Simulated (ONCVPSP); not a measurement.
## Building the ONCV potential for holmium (PBE, scalar-relativistic).

| Quantity | Value |
| --- | --- |
| Element | holmium |
| Generator | ONCVPSP 4.0.1 |
| Type | optimised norm-conserving Vanderbilt (ONCV) |
| Functional | PBE |
| Relativity | scalar-relativistic |
| Frozen core | [Kr] 4d10 |
| Valence charge | 21 |
| Reference configuration | 4f11 5s2 5p6 6s1.5 6p0.5 |
| Partial waves | 5s+6s: rc 2.30 bohr, ncon 4, nbas 7, qcut 5.5 1/bohr, 3 projectors, debl 1.4 Ha; 5p+6p: rc 2.65 bohr, ncon 4, nbas 7, qcut 5.8 1/bohr, 2 projectors; d scattering state at 0.04 Ha: rc 2.55 bohr, ncon 3, nbas 7, qcut 3.7 1/bohr, 3 projectors, debl 1.2 Ha; 4f: rc 1.15 bohr, ncon 3, nbas 7, qcut 18.1 1/bohr, local |
| Local potential | the f channel |
| Core correction | polynomial model core, fcfact 0.6 |

In the d channel the program set the typed energies aside and used 0.050, 1.250, 2.450 Ha.

Task: Does the generator finish with these settings?

Result: Yes, a potential is produced and its reference levels are reproduced.

Task: Estimate the cutoffs (Ha) at which the residual kinetic energy of the hardest occupied pseudo-wave falls to 1 and 0.1 mHa per electron.

Result: 110 Ha and 122 Ha.

Task: Does the potential have ghost states?

Result: Ghosts flagged at negative energy: s at -437.7 eV, p at -205.3 eV, d at -82.5 eV; GHOST(+) flagged for s at 278.9 eV. A true bound ghost makes a file unfit for plane-wave use.

Task: Which valence shell sets the plane-wave cutoff?

Result: 4f: 110 Ha for 1 mHa per electron, against 9 Ha for 5s.

Tests left out (the all-electron energies of this program are off by 10 to 40 meV for near-neutral 4f atoms).
